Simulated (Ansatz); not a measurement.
(F2Al-mu-F)3 (Al₃F₉), 12 atoms. Hardware: 4 threads of Intel Xeon 6975P-C on a shared host.

Correlated methods freeze 24 core orbitals.

(1) How many basis functions does each of these Ansatz runs have, and roughly what does it cost? LC-ωPBE/def2-TZVP, charge 1 doublet at the geometry of the charge 0 singlet, energy, from earlier orbitals; B3LYP-D4/6-31G, charge 0 singlet, energy; PBE-D4/def2-TZVP, charge 1 doublet at the geometry of the charge 0 singlet, energy, from earlier orbitals; PBE-D4/def2-TZVP, charge 0 singlet, energy and forces, from earlier orbitals; LC-ωPBE/def2-TZVP, charge 0 singlet, energy, from earlier orbitals; HF/6-31G, charge 0 singlet, energy; r2SCAN-D4/def2-TZVP, charge 0 triplet at the geometry of the charge 0 singlet, energy, from earlier orbitals; PBE0-D4/def2-TZVP, charge 0 singlet, energy, from earlier orbitals; B97M-V/def2-TZVP, charge 0 singlet, energy, from earlier orbitals; PBE0-D4/def2-SVP, charge 0 singlet, relaxation, 5 steps; RPA@PBE/def2-SVP, charge 0 singlet, energy, from earlier orbitals; PBE-D4/def2-SVP, charge 0 singlet, energy, from earlier orbitals.

Results:

(1) Other jobs shared the machine, so times can vary by a factor of up to 3. A dash marks memory too small to be measured apart from the calling script's.

| run | functions | fitting or Cholesky vectors | wall time | peak host memory (GiB) |
| --- | --- | --- | --- | --- |
| HF/6-31G, charge 0 singlet, energy | 120 | 1119 | 0.7 s | – |
| PBE-D4/def2-SVP, charge 0 singlet, energy, from earlier orbitals | 180 | 1911 | 1.1 s | – |
| B3LYP-D4/6-31G, charge 0 singlet, energy | 120 | 1119 | 1.3 s | – |
| RPA@PBE/def2-SVP, charge 0 singlet, energy, from earlier orbitals | 180 | 1608 | 2.5 s | – |
| PBE-D4/def2-TZVP, charge 0 singlet, energy and forces, from earlier orbitals | 390 | 2181 | 3.5 s | 0.83 |
| LC-ωPBE/def2-TZVP, charge 0 singlet, energy, from earlier orbitals | 390 | 2181 | 7 s | 1.3 |
| PBE0-D4/def2-TZVP, charge 0 singlet, energy, from earlier orbitals | 390 | 2241 | 7.5 s | 2.2 |
| B97M-V/def2-TZVP, charge 0 singlet, energy, from earlier orbitals | 390 | 2181 | 8.5 s | 1 |
| PBE-D4/def2-TZVP, charge 1 doublet at the geometry of the charge 0 singlet, energy, from earlier orbitals | 390 | 2181 | 10 s | 0.98 |
| PBE0-D4/def2-SVP, charge 0 singlet, relaxation, 5 steps | 180 | 1716 | 11 s | – |
| LC-ωPBE/def2-TZVP, charge 1 doublet at the geometry of the charge 0 singlet, energy, from earlier orbitals | 390 | 2181 | 29 s | 3.1 |
| r2SCAN-D4/def2-TZVP, charge 0 triplet at the geometry of the charge 0 singlet, energy, from earlier orbitals | 390 | 2181 | 36 s | 2.1 |
